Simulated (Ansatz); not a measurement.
`C[SiH2]BS` + `C[SeH]` → `C[SiH2][Se]C` + `BS` at 700 K and 1 bar (cleavage of the Si–B bond).

Computed with Ansatz on PBE0-D4/def2-TZVP structures; ΔE is electronic, products minus reactants. CBS: MP2 limit from def2 TZ/QZ plus the TZ coupled-cluster correction, frozen cores. This one scheme is used for every species. For Se outer-core shells are correlated without core-valence functions, which leaves a few kJ/mol of doubt a bond. Scalar relativity is left out up to krypton. One conformer a species, not always the lowest.

```tsv
species	CCSD(T)/CBS energy (Eh)	H − E (kJ/mol)	S (J/(mol·K))
`C[SiH2]BS`	-753.93389	280.5	468.5
`C[SeH]`	-2441.15625	157.6	325.3
`C[SiH2][Se]C`	-2770.73796	324.8	490.5
`BS`	-424.38198	115.9	297.3
```

H − E and S are ideal-gas, rigid-rotor, harmonic terms from PBE0-D4/def2-TZVP, for one conformer and one mirror image of each species. 1 Eh = 2625.50 kJ/mol, R = 8.31446 J/(mol·K).

Question: By hand: ΔE, ΔH, ΔS and ΔG.

Answer: ΔE = (-2770.73796) + (-424.38198) − (-753.93389) − (-2441.15625) = -0.02980 Eh = -78.2 kJ/mol. Δ(H − E) = 324.8 + 115.9 − 280.5 − 157.6 = 2.6, so ΔH = -75.6 kJ/mol. ΔS = 490.5 + 297.3 − 468.5 − 325.3 = -6.0 J/(mol·K). ΔG = -75.6 − 700 × (-6.0)/1000 = -71.4 kJ/mol.

Question: By hand: the equilibrium constant, and the temperature at which ΔG would vanish if ΔH and ΔS stayed fixed.

Answer: log₁₀ K = −ΔG/(RT ln 10) = 5.3. ΔG = 0 at ΔH/ΔS = 12600 K, far beyond where these terms or the molecules hold.

The number of gas molecules stays the same, so ΔS is small and ΔH decides. A doubt of 5 kJ/mol in ΔE shifts log₁₀ K by 0.4 here. Other conformers and mirror images would add mixing entropy, several J/(mol·K) or more a flexible species. Modes under 60 cm⁻¹, often nearly free rotors, make the harmonic entropy too high. These are equilibria of isolated gas molecules and say nothing of rates. Largest T1 diagnostic: 0.015 (customary marks: 0.02 for closed shells, 0.045 for open ones).
